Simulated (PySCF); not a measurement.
# A small calculation by hand: dipole moment from atomic charges

B(OH) (BHO), SMILES [B]O (connectivity only; charge and spin as stated), neutral, multiplicity 1. Atoms are numbered in the order given.

```xyz
3

B      0.0000     0.0000    -0.8865
O      0.0000     0.0000     0.3867
H      0.0000     0.0000     1.3394
```
Charge 0, spin multiplicity 1.

Geometry optimised at PBE0-D3(BJ)/def2-TZVPD. The geometry has at least one imaginary mode, so it is a saddle point at that level.

Charges (e) from M06-2X/def2-TZVPD (PySCF):

```tsv
atom	IAO	ESP fit
B1	0.051	-0.322
O2	-0.467	-0.022
H3	0.416	0.344
```

The dipole moment of the full density is 3.73 D.

Problem. What dipole moment does each set of point charges give, and which comes closer to that of the density?

Solution. 
μ = Σ q r, and 1 e Å = 4.8032 D.
IAO: Σ q r = (0.000, 0.000, 0.331) e Å, |μ| = 1.59 D.
ESP fit: Σ q r = (0.000, 0.000, 0.738) e Å, |μ| = 3.54 D.
ESP fit comes closer in size. Point charges leave out the atoms' own dipoles (lone pairs, polarised bonds); fits to the potential absorb them, partitions of the density don't.
